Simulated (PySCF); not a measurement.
Job for PySCF: R-M06-2X/def2-TZVPP on CH6SSn (SMILES C[S][SnH3]), a point of a torsion scan. Elements past Kr take the def2 small-core potentials; no spin–orbit coupling.

```python
from pyscf import gto, dft

mol = gto.M(
    atom='''
    C     1.62290859   -0.13747388    0.11832160
    S     1.28881923    0.34917397   -1.60231517
    Sn   -0.34063486   -1.27717972   -2.26678688
    H     1.66230291   -1.21760564    0.21156359
    H     2.58673219    0.29053543    0.37019928
    H     0.85475212    0.26918483    0.76746440
    H     0.25546631   -2.82643156   -1.99842994
    H    -0.66276556   -1.05295721   -3.88460796
    H    -1.76650891   -1.14873493   -1.38504792
    ''',
    basis='def2-tzvpp',
    ecp={'Sn': 'def2-tzvpp'},
    charge=0, spin=0, verbose=4, max_memory=1800)
mf = dft.RKS(mol, xc='m062x').density_fit(auxbasis='def2-universal-jkfit')
mf.grids.level = 4
mf.conv_tol = 1e-9
mf.max_cycle = 150
mf.kernel()
mf.dip_moment()
```

Program output:

```
PySCF version 2.14.0

[INPUT] verbose = 4
[INPUT] num. atoms = 9
[INPUT] num. electrons = 50
[INPUT] charge = 0
[INPUT] spin (= nelec alpha-beta = 2S) = 0
[INPUT] symmetry False subgroup None
[INPUT] Mole.unit = angstrom
[INPUT] Symbol           X                Y                Z      unit          X                Y                Z       unit  Magmom
[INPUT]  1 C      1.622908590000  -0.137473880000   0.118321600000 AA    3.066852760304  -0.259787982481   0.223595418620 Bohr   0.0
[INPUT]  2 S      1.288819230000   0.349173970000  -1.602315170000 AA    2.435515368773   0.659843173127  -3.027936836536 Bohr   0.0
[INPUT]  3 Sn    -0.340634860000  -1.277179720000  -2.266786880000 AA   -0.643706593880  -2.413519882649  -4.283606385957 Bohr   0.0
[INPUT]  4 H      1.662302910000  -1.217605640000   0.211563590000 AA    3.141297235968  -2.300941187326   0.399797243030 Bohr   0.0
[INPUT]  5 H      2.586732190000   0.290535430000   0.370199280000 AA    4.888215396696   0.549032392183   0.699575250711 Bohr   0.0
[INPUT]  6 H      0.854752120000   0.269184830000   0.767464400000 AA    1.615247411191   0.508685605588   1.450297526354 Bohr   0.0
[INPUT]  7 H      0.255466310000  -2.826431560000  -1.998429940000 AA    0.482761359953  -5.341181558227  -3.776485265731 Bohr   0.0
[INPUT]  8 H     -0.662765560000  -1.052957210000  -3.884607960000 AA   -1.252445393194  -1.989800747786  -7.340845145705 Bohr   0.0
[INPUT]  9 H     -1.766508910000  -1.148734930000  -1.385047920000 AA   -3.338218036504  -2.170794407421  -2.617361238198 Bohr   0.0

nuclear repulsion = 189.222517139628
number of shells = 77
number of NR pGTOs = 296
number of NR cGTOs = 207
basis = def2-tzvpp
ecp = {'Sn': 'def2-tzvpp'}


******** <class 'pyscf.df.df_jk.DFRKS'> ********
method = DFRKS
initial guess = minao
damping factor = 0
level_shift factor = 0
DIIS = <class 'pyscf.scf.diis.CDIIS'>
diis_start_cycle = 1
diis_space = 8
diis_damp = 0
SCF conv_tol = 1e-09
SCF conv_tol_grad = None
SCF max_cycles = 150
direct_scf = False
XC library pyscf.dft.libxc version 7.1.2
    S. Lehtola, C. Steigemann, M. J. T. Oliveira, and M. A. L. Marques,  SoftwareX 7, 1–5 (2018)
XC functionals = m062x
    Y. Zhao and D. G. Truhlar,  Theor. Chem. Acc. 120, 215 (2008)
    Y. Zhao and D. G. Truhlar,  Theor. Chem. Acc. 120, 215 (2008)
radial grids:
    Treutler-Ahlrichs [JCP 102, 346 (1995); DOI:10.1063/1.469408] (M4) radial grids

becke partition: Becke, JCP 88, 2547 (1988); DOI:10.1063/1.454033
pruning grids: <function nwchem_prune>
grids dens level: 4
symmetrized grids: False
atomic radii adjust function: <function treutler_atomic_radii_adjust>
small_rho_cutoff = 0
Set gradient conv threshold to 3.16228e-05
Initial guess from minao.
tot grids = 183680
******** <class 'pyscf.df.df.DF'> ********
auxbasis = def2-universal-jkfit
init E= -617.043576208964
  HOMO = -0.54026600163062  LUMO = -0.422974290485624  gap/eV = 3.19167
cycle= 1 E= -652.914083336247  delta_E= -35.9  |g|=  2.5  |ddm|= 32.2
  HOMO = -0.140658371015847  LUMO = 0.0186792091587213  gap/eV = 4.33580
cycle= 2 E= -652.972802313784  delta_E= -0.0587  |g|= 2.76  |ddm|=  6.3
  HOMO = -0.276370789688251  LUMO = 0.0194356199515621  gap/eV = 8.04930
cycle= 3 E= -654.10816022378  delta_E= -1.14  |g|= 0.113  |ddm|= 2.23
  HOMO = -0.294343742489779  LUMO = 0.00601655633273262  gap/eV = 8.17322
cycle= 4 E= -654.111511647182  delta_E= -0.00335  |g|= 0.0528  |ddm|= 0.185
  HOMO = -0.289604889323201  LUMO = 0.00871453407827875  gap/eV = 8.11768
cycle= 5 E= -654.112039354758  delta_E= -0.000528  |g|= 0.0167  |ddm|= 0.0483
  HOMO = -0.289678565985576  LUMO = 0.00950505537257985  gap/eV = 8.14120
cycle= 6 E= -654.112120137731  delta_E= -8.08e-05  |g|= 0.00458  |ddm|= 0.02
  HOMO = -0.289910039605225  LUMO = 0.00936484064135199  gap/eV = 8.14368
cycle= 7 E= -654.112125794982  delta_E= -5.66e-06  |g|= 0.00142  |ddm|= 0.00523
  HOMO = -0.289691264451913  LUMO = 0.00931238502603644  gap/eV = 8.13630
cycle= 8 E= -654.11212638202  delta_E= -5.87e-07  |g|= 0.000271  |ddm|= 0.00181
  HOMO = -0.289728620285906  LUMO = 0.00930692093500239  gap/eV = 8.13717
cycle= 9 E= -654.112126408625  delta_E= -2.66e-08  |g|= 8.8e-05  |ddm|= 0.00048
  HOMO = -0.289706930645542  LUMO = 0.00931109413483056  gap/eV = 8.13669
cycle= 10 E= -654.112126411665  delta_E= -3.04e-09  |g|= 2.81e-05  |ddm|= 0.000179
  HOMO = -0.289711538402823  LUMO = 0.00930854309947613  gap/eV = 8.13675
cycle= 11 E= -654.112126411922  delta_E= -2.57e-10  |g|= 7.43e-06  |ddm|= 4.18e-05
  HOMO = -0.289709616736251  LUMO = 0.00930903046583941  gap/eV = 8.13671
Extra cycle  E= -654.112126411938  delta_E= -1.64e-11  |g|= 4.91e-06  |ddm|= 1.39e-05
converged SCF energy = -654.112126411938
Dipole moment(X, Y, Z, Debye): -0.43468, -0.99894,  0.93953
```

The run converged.

Cost: around 40 core-seconds (rough).
